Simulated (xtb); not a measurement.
C₂H₆F₂Si, SMILES FC([SiH2]C)F. All values are semi-empirical tight-binding results from xtb (GFN2-xTB unless named), good for trends rather than for accurate numbers. Geometry: GFN2-xTB. One conformer was computed; it need not be the lowest.

Problem. Estimate the properties. (Estimate from the structure and the level; the computed values follow.)

Solution. 
The point group as xtb finds it is Cs, the orbital gap is 5.78 eV and the dipole moment is 3.08 D. The zero-point energy comes out as 46.1 kcal/mol. The G − E(el) at 298.15 K (modified RRHO) comes out as 26.4 kcal/mol. The static polarisability (D4 model) comes out as 57.9 bohr³. The solvation energy, GFN2-xTB/ALPB(water) is -3.3 kcal/mol and the solvation energy, GFN2-xTB/ALPB(toluene) comes out as -3.4 kcal/mol.
